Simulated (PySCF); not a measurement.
# How methods differ on the excitation energy of Pb⁺

Pb⁺ [Xe] 4f14 5d10 6s2 6p1 (2P) → Pb⁺ [Xe] 4f14 5d10 6s1 6p2 (4P), as a difference of total energies. Computed with PySCF 2.14 in x2c-TZVPPall, with scalar relativity by spin-free X2C-1e. Correlated levels: valence: [Xe] 4f14 5d10 frozen. The calculations carry no spin-orbit coupling.

```csv
method,excitation energy (eV)
UHF,6.041
MP2 (valence),6.593
SCS-MP2 (valence),6.801
CCSD (valence),6.761
CCSD(T) (valence),6.771
```

**Question.** How much does correlation contribute at CCSD(T) (valence)?

**Answer.** 6.771 − (6.041) = 0.730 eV, measured against UHF.

Spin-orbit coupling is strong in these open shells (close to jj coupling). The scalar numbers leave it out and a first-order estimate fails, so it can dominate the gap to the real levels.
